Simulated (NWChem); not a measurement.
Species: CH$_{5}$ClFNSi; SMILES N[Si@@H](Cl)CF

```xyz
10

N     -1.8713    -0.2115     0.2880
Si    -0.3135     0.0518    -0.3723
Cl     0.5482     1.9244     0.0702
C      0.9213    -1.2042     0.3336
F      0.5445    -2.4878    -0.0745
H     -2.6929     0.1539    -0.1780
H     -2.0197    -0.2988     1.2862
H     -0.4365    -0.0217    -1.8427
H      0.9507    -1.1756     1.4317
H      1.9387    -1.0028    -0.0258
```
Atoms are numbered in this order, from 1.

Results from NWChem. Medium grid unless said otherwise, to which SCAN and Minnesota functionals are sensitive. Coordinates come from a B3LYP/6-31G* (spherical d) optimisation. Total energies of different functionals are on different scales.

```csv
level,energy (Ha),highest occupied level (eV),orbital gap (eV),dipole (D)
PBE/def2-SVP,-944.5274,-6.34,6.52,1.72
B3LYP/def2-SVP,-945.1194,-7.55,8.41,1.69
TPSSh/def2-SVP,-945.1231,-7.08,7.83,1.72
M06-2X/def2-SVP,-944.9779,-9.29,11.18,1.70
"LDA (Slater exchange, VWN5)/def2-SVP",-940.9820,-6.46,6.39,1.76
Hartree-Fock/def2-SVP,-942.7869,-11.54,15.82,1.70
```
